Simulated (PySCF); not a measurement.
The dipole of `C/C=C/C(F)=C\S(C)(=O)=O` from its density and from atomic charges.

Coordinates (GFN2-xTB, Å) and charges (e) from the PBE0/pcSseg-1 density (PySCF):

```json
{"atom": "C1", "x": "-3.203", "y": "0.041", "z": "0.752", "Mulliken": "-0.2000", "IAO": "-0.4255", "Hirshfeld": "-0.1075", "ESP-fitted": "-0.4622"}
{"atom": "C2", "x": "-2.184", "y": "-0.621", "z": "-0.098", "Mulliken": "-0.1936", "IAO": "-0.0826", "Hirshfeld": "-0.0069", "ESP-fitted": "+0.1444"}
{"atom": "C3", "x": "-0.867", "y": "-0.507", "z": "0.097", "Mulliken": "-0.2391", "IAO": "-0.2163", "Hirshfeld": "-0.0796", "ESP-fitted": "-0.4518"}
{"atom": "C4", "x": "0.121", "y": "-1.163", "z": "-0.719", "Mulliken": "+0.3833", "IAO": "+0.3366", "Hirshfeld": "+0.1094", "ESP-fitted": "+0.4216"}
{"atom": "F5", "x": "-0.370", "y": "-1.990", "z": "-1.673", "Mulliken": "-0.2710", "IAO": "-0.2638", "Hirshfeld": "-0.0630", "ESP-fitted": "-0.1829"}
{"atom": "C6", "x": "1.445", "y": "-1.034", "z": "-0.635", "Mulliken": "-0.3630", "IAO": "-0.4942", "Hirshfeld": "-0.1138", "ESP-fitted": "-0.5322"}
{"atom": "S7", "x": "2.270", "y": "0.072", "z": "0.492", "Mulliken": "+0.9739", "IAO": "+2.0234", "Hirshfeld": "+0.5213", "ESP-fitted": "+1.1410"}
{"atom": "C8", "x": "2.243", "y": "1.646", "z": "-0.413", "Mulliken": "-0.3515", "IAO": "-0.6333", "Hirshfeld": "-0.1245", "ESP-fitted": "-0.7220"}
{"atom": "O9", "x": "1.513", "y": "0.240", "z": "1.703", "Mulliken": "-0.5378", "IAO": "-0.8956", "Hirshfeld": "-0.3025", "ESP-fitted": "-0.5471"}
{"atom": "O10", "x": "3.631", "y": "-0.367", "z": "0.607", "Mulliken": "-0.5289", "IAO": "-0.8907", "Hirshfeld": "-0.3217", "ESP-fitted": "-0.5313"}
{"atom": "H11", "x": "-3.825", "y": "0.701", "z": "0.147", "Mulliken": "+0.1359", "IAO": "+0.1607", "Hirshfeld": "+0.0548", "ESP-fitted": "+0.1428"}
{"atom": "H12", "x": "-2.737", "y": "0.614", "z": "1.548", "Mulliken": "+0.1253", "IAO": "+0.1539", "Hirshfeld": "+0.0541", "ESP-fitted": "+0.1478"}
{"atom": "H13", "x": "-3.862", "y": "-0.708", "z": "1.191", "Mulliken": "+0.1395", "IAO": "+0.1634", "Hirshfeld": "+0.0567", "ESP-fitted": "+0.1540"}
{"atom": "H14", "x": "-2.561", "y": "-1.218", "z": "-0.919", "Mulliken": "+0.1180", "IAO": "+0.1579", "Hirshfeld": "+0.0470", "ESP-fitted": "+0.1037"}
{"atom": "H15", "x": "-0.463", "y": "0.070", "z": "0.915", "Mulliken": "+0.1758", "IAO": "+0.1783", "Hirshfeld": "+0.0362", "ESP-fitted": "+0.2597"}
{"atom": "H16", "x": "2.116", "y": "-1.579", "z": "-1.274", "Mulliken": "+0.1586", "IAO": "+0.1958", "Hirshfeld": "+0.0591", "ESP-fitted": "+0.2319"}
{"atom": "H17", "x": "2.787", "y": "1.510", "z": "-1.339", "Mulliken": "+0.1535", "IAO": "+0.1768", "Hirshfeld": "+0.0594", "ESP-fitted": "+0.2253"}
{"atom": "H18", "x": "1.210", "y": "1.911", "z": "-0.596", "Mulliken": "+0.1508", "IAO": "+0.1718", "Hirshfeld": "+0.0546", "ESP-fitted": "+0.2093"}
{"atom": "H19", "x": "2.726", "y": "2.392", "z": "0.205", "Mulliken": "+0.1703", "IAO": "+0.1835", "Hirshfeld": "+0.0673", "ESP-fitted": "+0.2481"}
```

Question: Compute μ = Σ q r for each scheme (1 e·Å = 4.803 D) and compare with the dipole of the full density.

Answer: The full density gives (-3.65, 2.09, -2.67) D, 4.98 D in size; dipole vectors point from the negative to the positive end.

```tsv
scheme	μx	μy	μz	size (D)	share of the full size (%)	angle to the full dipole (°)
Mulliken	-3.81	4.21	-1.87	5.98	120	22
IAO	-3.84	3.07	-3.39	5.97	120	8
Hirshfeld	-2.86	1.31	-2.00	3.72	75	4
ESP-fitted	-3.66	2.13	-2.67	5.00	100	0
```

Question: Which set comes closest?

Answer: Length of the difference vector: ESP-fitted 0.04 D, IAO 1.23 D, Hirshfeld 1.30 D, Mulliken 2.27 D. Closest: ESP-fitted. ESP charges are fitted to the potential around the molecule, whose slowest-falling term is the dipole's. The schemes that divide the density aren't constrained to reproduce the dipole.

Question: What is left for the Hirshfeld atoms' own dipoles?

Answer: The Hirshfeld atoms' densities add up to the full density, so μ = Σ q r + Σ (atomic dipoles). The atomic dipoles sum to (-3.65, 2.09, -2.67) − (-2.86, 1.31, -2.00) = (-0.79, 0.78, -0.67) D, 1.30 D in size.

Question: With the origin at the mean of the coordinates, (-0.001, 0.000, 0.000) Å, which are the largest single terms, by size, of the Mulliken dipole along the direction of the full one?

Answer: S7 -8.87, O10 +7.97, O9 +4.96, C6 +2.01, H11 +1.97 D; all 19 atoms together +5.56 D. The single terms depend on the origin, their sum doesn't.

Question: Give the size of the full dipole in other units.

Answer: 4.98 D = 1.960 au = 1.037 e·Å = 16.62 × 10⁻³⁰ C·m.

Geometry: GFN2-xTB, one conformer, isolated molecule.

Shape of the structure used: `[CH3:1]/[CH:2]=[CH:3]/[C:4]([F:5])=[CH:6]\[S:7]([CH3:8])(=[O:9])=[O:10]`: C2–C3–C4–F5 -4°, C4–C6–S7–C8 -84°.
